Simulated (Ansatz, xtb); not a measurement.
## Relative energy of two structures of B2H10Si3

Structure X: `B[Si](B)([SiH3])[SiH3]`, a singlet. Structure Y: a singlet given by its coordinates. Both are isolated molecules in the gas phase, relaxed with r2SCAN-D4/def2-SVP; the shapes shown needn't be the lowest conformers.

X (Å):

```
atom    x (Å)    y (Å)    z (Å)
   B  -1.6800  -0.1527  -1.9231
   B   1.7420   0.1592  -1.7327
  Si   0.0170  -0.3955  -0.9203
  Si  -0.2300   1.6853   0.2246
  Si   0.0604  -1.9434   0.8453
   H  -1.7000   0.5797  -2.8839
   H  -2.7129  -0.6585  -1.5548
   H   1.7369   0.8999  -2.6876
   H   2.8016  -0.1619  -1.2505
   H  -1.4723   1.6456   1.0555
   H   0.9408   1.8932   1.1311
   H  -0.3160   2.8280  -0.7324
   H   0.2013  -3.3419   0.3327
   H   1.2138  -1.6601   1.7547
   H  -1.2057  -1.8609   1.6377
```

Y (Å):

```xyz
15

B    -0.3964    0.7085   -1.3554
B    -3.0051   -0.3410    0.5603
Si   -1.2985   -0.7738   -0.2496
Si   -0.9315    1.3270    0.6606
Si    0.7990    1.4615    2.2310
H     0.7447    0.4032   -1.6188
H    -1.1353    1.1426   -2.2097
H    -0.3336   -1.6272    0.5210
H    -3.6968    0.5076    0.0482
H    -3.4107   -0.9302    1.5338
H    -1.9322    2.4283    0.6895
H    -0.1128    1.8486   -0.7038
H     1.8657    0.5038    1.8175
H     1.3604    2.8440    2.3122
H     0.2566    1.0708    3.5658
```

Close contacts (Å): B1–Si3 2.06, B1–Si4 2.18, B2–Si3 1.94, Si3–Si4 2.32, Si4–Si5 2.34, B1–H6 1.21, B1–H7 1.21, B1–H12 1.34, B2–H9 1.21, B2–H10 1.21, Si3–H8 1.50, Si4–H11 1.49, Si4–H12 1.67, Si5–H13 1.49, Si5–H14 1.49, Si5–H15 1.49.

Question: Estimate which is lower in electronic energy at CCSD(T)/def2-SVP + ΔMP2/def2-TZVPP, and by roughly how much.

Answer: The CCSD(T)/def2-SVP + ΔMP2/def2-TZVPP calculation puts structure Y lower, by 0.243 eV.

Level by level:

```csv
level,geometry,E(Y) − E(X) (eV),departure from the last row (eV),"job, with rough time for the two"
r2SCAN-D4/def2-SVP,r2SCAN-D4/def2-SVP,−0.410,−0.167,"optimisation, 2 min"
HF/def2-SVP,r2SCAN-D4/def2-SVP,+0.812,+1.055,part of the CCSD(T) run
MP2/def2-SVP,r2SCAN-D4/def2-SVP,−0.243,0.000,part of the CCSD(T) run
CCSD(T)/def2-SVP,r2SCAN-D4/def2-SVP,−0.111,+0.132,single point
CCSD(T)/def2-SVP + ΔMP2/def2-TZVPP,r2SCAN-D4/def2-SVP,−0.243,,"single point, 45 s"
```

HF/def2-SVP puts the two in the other order. The largest departure from CCSD(T)/def2-SVP + ΔMP2/def2-TZVPP is that of HF/def2-SVP, 1.055 eV. Levels run at GFN2-xTB geometries aren't shown. The last row adds to CCSD(T) the change of the MP2 difference between the two basis sets, here −0.132 eV, a large step that makes the value less sure.

With thermal terms from frequencies at re-optimised GFN2-xTB minima (ideal gas, soft modes damped towards free rotors, one conformer each, 298.15 K, 1 atm): the zero-point term adds +0.026 eV; ΔH is −0.266 and ΔG −0.146 eV.

The correlated steps freeze 17 core orbitals. Run with Ansatz 0.2.0, xtb 6.7.1; the last row on 2 threads of Intel(R) Xeon(R) Platinum 8488C (Sapphire Rapids) on a shared host.
